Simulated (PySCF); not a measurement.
## Dipole moment and polarisability of `O=C(Cl)c1cc(Cl)cs1`

Compound: C5H2Cl2OS.
Structure used (GFN2-xTB), in Å, numbered top down from 1:
```xyz
11
C5H2Cl2OS angstrom
O      2.913    0.550    0.968
C      2.093    0.585    0.107
Cl     2.515    1.224   -1.492
C      0.720    0.155    0.177
C     -0.267    0.173   -0.780
C     -1.479   -0.344   -0.292
Cl    -2.905   -0.461   -1.238
C     -1.408   -0.745    1.016
S      0.143   -0.501    1.680
H     -0.127    0.538   -1.780
H     -2.194   -1.170    1.608
```

Level: CAM-B3LYP/def2-SVPD (PySCF), static field, nuclei fixed, core orbitals frozen in the response. The polarisability tensor in these axes (au):

```
x   136.93  19.30   7.18
y    19.30  74.07 -13.80
z     7.18 -13.80 113.24
```

What are the eigenvalues, a third of the trace, and Δα (Δα² = ½Σ(αi − αj)² over the three pairs)?

Principal values 63.91, 117.57 and 142.76 au; mean 108.08 au = 16.02 Å³ = 17.82 × 10⁻⁴⁰ C²·m²/J; Δα = 69.76 au (65 % of the mean).

What is the dipole moment, and where does it point?

(-2.73, -0.90, 0.27) D, 2.89 D in size, pointing from the negative to the positive side. Measured along this direction, the outermost atoms are Cl3 and O1 at the negative end and Cl7 at the positive end.

Refractivity n − 1 of an ideal gas of it at 350 K and 1 atm, from the electronic α?

N = p/kT = 2.0968 × 10¹⁹ cm⁻³, so n − 1 = 2π × N × 16.02 × 10⁻²⁴ cm³ = 2110 × 10⁻⁶ at long wavelengths, for an ideal gas.

Give the principal axes and the span of the nuclei along them.

Largest value along (0.96, 0.25, 0.12), where the nuclei span 6.11 Å; middle along (-0.04, -0.32, 0.95), 3.87 Å; least along (-0.27, 0.92, 0.30), 0.00 Å. The response follows the extents in order.

Find the Langevin capture rate constant for NH4+ (18.034 u) meeting this molecule (179.920 u), k = 2.342 × 10⁻⁹ cm³/s × √(α in Å³ / reduced mass in u).

The reduced mass is 16.39 u, so k = 2.32 × 10⁻⁹ cm³/s. The formula leaves out the permanent dipole, which adds to the capture rate.

In a dilute gas of rigid molecules at 250 K, how does the orientational term μ²/3kT compare with the electronic polarisability?

In Gaussian units μ²/3kT = 80.63 Å³ against 16.02 Å³, a ratio of 5.03; the Debye molar polarisation (4π/3)N_A(α + μ²/3kT) is 243.8 cm³/mol, leaving out the vibrational part.

Isolated species at its GFN2-xTB geometry (one conformer only).

These values come from a run that also computed excited states. Hardware: Arm Neoverse V2, one thread, shared host with 32 logical CPUs at a one-minute load of 15. Cost: 49 s wall (grids of density and orbitals included), 0.99 GiB resident at most.
